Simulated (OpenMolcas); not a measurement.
# neutral sulfur: effect of the basis set

| Item | Value |
| --- | --- |
| Program | OpenMolcas 26.06 |
| Method | SS-CASPT2, IPEA 0.25 Eh, imaginary shift 0.1 Eh (closed shells correlated: 2s 2p 3s) |
| Active space | 4 electrons in 3 orbitals (3p) |
| State averaging | 2S+1 = 3 even, 3 roots; 2S+1 = 1 even, 6 roots |
| Spin-orbit coupling | state interaction with AMFI integrals over the reference wave functions, term energies averaged over their components |

A. ANO-RCC-VDZP [4s3p1d], DKH2, point nucleus; CASPT2 step roughly 0.6 core-seconds
B. ANO-RCC-VTZP [5s4p2d1f], DKH2, point nucleus; CASPT2 step of the order of 1.2 core-seconds
C. ANO-L-VTZP [5s4p2d1f], non-relativistic, point nucleus; CASPT2 step about 0.8 core-seconds
D. ANO-R2 [5s4p3d1f], X2C, finite nucleus; CASPT2 step about 0.7 core-seconds
E. ANO-RCC-VQZP [6s5p3d2f1g], DKH2, point nucleus; CASPT2 step roughly 1.1 core-seconds
F. ANO-R3 [6s5p4d3f1g], X2C, finite nucleus; CASPT2 step about 1.8 core-seconds

Energies in cm⁻¹ above 3s² 3p⁴ ³P₂, the measured ground level; measured values from NIST Handbook of Basic Atomic Spectroscopic Data.

```csv
Level,A,B,C,D,E,F,Measured
3s² 3p⁴ ³P₂,0.0,0.0,0.0,0.0,0.0,0.0,0.0
3s² 3p⁴ ³P₁,372,369,367,371,373,371,396
3s² 3p⁴ ³P₀,543,538,537,542,544,541,574
3s² 3p⁴ ¹D₂,10450,9580,9670,9720,9230,9230,9239
3s² 3p⁴ ¹S₀,24320,23640,23740,23910,23040,23050,22180
```

Deviations, from unrounded energies. A percentage is the sum of absolute deviations over the sum of measured energies, with the sign that they share, or ± where signs differ.

```json
{"Against measurement": "mean absolute deviation (cm-1)", "Levels": "4", "A": "850", "B": "470", "C": "520", "D": "570", "E": "230", "F": "230"}
{"Against measurement": "fine structure of the ground term (%)", "Levels": "2", "A": "-5.6", "B": "-6.5", "C": "-6.8", "D": "-5.8", "E": "-5.5", "F": "-6.0"}
{"Against measurement": "other terms of the ground configuration (%)", "Levels": "2", "A": "+10.7", "B": "+5.7", "C": "+6.4", "D": "+7.0", "E": "±2.8", "F": "±2.8"}
```

E, F lie about equally close to measurement and A furthest from it. The largest miss of E in the table is 3s² 3p⁴ ¹S₀, by +860 cm-1. The ranking rests on the paired levels alone, and a cruder setting can come out closer through cancelling errors.

The two smallest mean deviations differ by little beside CASPT2's spread within terms, so their order carries little weight.

Among A to F the level of the table that moves most is 3s² 3p⁴ ¹S₀, by 1300 cm-1 (lowest in E, highest in A). Moves below CASPT2's spread within the term are not significant.

CASPT2 breaks the degeneracy within a term, and the mean is taken; among the terms shown or strongly mixed into the levels shown the widest spread is 200 cm-1 (3s² 3p⁴ ¹D, F). With the s shell closed, the reference lacks s² → p² mixing. Computed and measured levels are paired by configuration, term and J; levels that our copy of the source lacks, or whose pairing is in doubt (as where it misses far off the trend of its configuration), stay unpaired and out of the deviations. Only configurations of the active space appear.
